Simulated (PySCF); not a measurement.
S4, SMILES S=[S][S]=S (connectivity only; charge and spin as stated), neutral, multiplicity 1. Coordinates come from a ωB97X-D3(BJ)/def2-SVP optimisation. Other conformers were not sampled.

The numbers are results of ωB97X-D3(BJ)/def2-SVP (PySCF), not measurements.

Harmonic wavenumbers (cm⁻¹): 157, 233, 360, 423, 691, 726. Rotational constants (GHz): 4.630, 2.329, 1.550; symmetry number 2.

**Question.** Work out the zero-point energy and the ideal-gas rigid-rotor harmonic-oscillator thermochemistry at 298.15 K and 1 atm.

**Answer.** ZPE = ½ Σ hcν = ½ × 2590 cm⁻¹ = 3.70 kcal/mol. H − E(el) = 7.33 kcal/mol. Entropy in cal/(mol K): translation 40.46, rotation 25.98, vibration 7.04, total 73.48. G − E(el) = -14.58 kcal/mol. Cp = 16.24 cal/(mol K).
